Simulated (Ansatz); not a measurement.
Born–Oppenheimer molecular dynamics of ClH3O2Si (7 atoms, charge 0, multiplicity 1). It starts from a relaxed structure.

Theory: Ansatz 0.2.0, RHF/def2-SVP.

* ensemble: NVT, Langevin thermostat
* time step: 1 fs
* steps asked: 150
* set temperature: 300 K
* friction: 0.5 /fs
* seed: 42081

First frame:

```xyz
7
Properties=species:S:1:pos:R:3
Si -0.075 -0.015 -0.013
Cl -0.082 0.106 2.058
H 1.316 -0.070 -0.448
O -0.758 1.298 -0.680
H -1.694 1.427 -0.653
O -0.947 -1.334 -0.424
H -0.960 -2.108 0.116
```

Task: What does the run give?

Result: The run went to its last step.

```
steps done                                               : 150
time covered                                             : 150 fs
mean temperature over the second half                    : 285 K
spread of the potential energy over the second half      : 11.9 meV per atom
mean potential energy of the second half above the start : 25.8 meV per atom
```

A run of 0.15 ps of so small a system gives no equilibrium averages. The friction is so strong that the motion is overdamped, so the time scale means little.

Task: What happens to the structure?

Result: The same pairs are bonded in the first frame and the last. Pairs count as bonded within 1.25 times the sum of covalent radii (0.12 Å more for H–H). The details hang on the random start.

Task: How do temperature and energy run in time?

Result: 
```json
{"time (fs)": "0", "T (K)": "257", "potential energy less start (eV)": "0.000"}
{"time (fs)": "7", "T (K)": "503", "potential energy less start (eV)": "0.085"}
{"time (fs)": "14", "T (K)": "178", "potential energy less start (eV)": "0.088"}
{"time (fs)": "21", "T (K)": "322", "potential energy less start (eV)": "0.089"}
{"time (fs)": "28", "T (K)": "289", "potential energy less start (eV)": "0.200"}
{"time (fs)": "35", "T (K)": "277", "potential energy less start (eV)": "0.114"}
{"time (fs)": "42", "T (K)": "221", "potential energy less start (eV)": "0.127"}
{"time (fs)": "49", "T (K)": "392", "potential energy less start (eV)": "0.109"}
{"time (fs)": "56", "T (K)": "335", "potential energy less start (eV)": "0.112"}
{"time (fs)": "63", "T (K)": "411", "potential energy less start (eV)": "0.112"}
{"time (fs)": "70", "T (K)": "292", "potential energy less start (eV)": "0.193"}
{"time (fs)": "77", "T (K)": "279", "potential energy less start (eV)": "0.141"}
{"time (fs)": "84", "T (K)": "407", "potential energy less start (eV)": "0.088"}
{"time (fs)": "91", "T (K)": "161", "potential energy less start (eV)": "0.100"}
{"time (fs)": "98", "T (K)": "251", "potential energy less start (eV)": "0.135"}
{"time (fs)": "105", "T (K)": "348", "potential energy less start (eV)": "0.211"}
{"time (fs)": "112", "T (K)": "222", "potential energy less start (eV)": "0.231"}
{"time (fs)": "119", "T (K)": "285", "potential energy less start (eV)": "0.306"}
{"time (fs)": "126", "T (K)": "321", "potential energy less start (eV)": "0.274"}
{"time (fs)": "133", "T (K)": "187", "potential energy less start (eV)": "0.154"}
{"time (fs)": "140", "T (K)": "435", "potential energy less start (eV)": "0.140"}
{"time (fs)": "147", "T (K)": "173", "potential energy less start (eV)": "0.158"}
```

Run time: 2.7 min on 1 thread of Arm Neoverse V1 (shared host), peak memory 0.13 GiB.
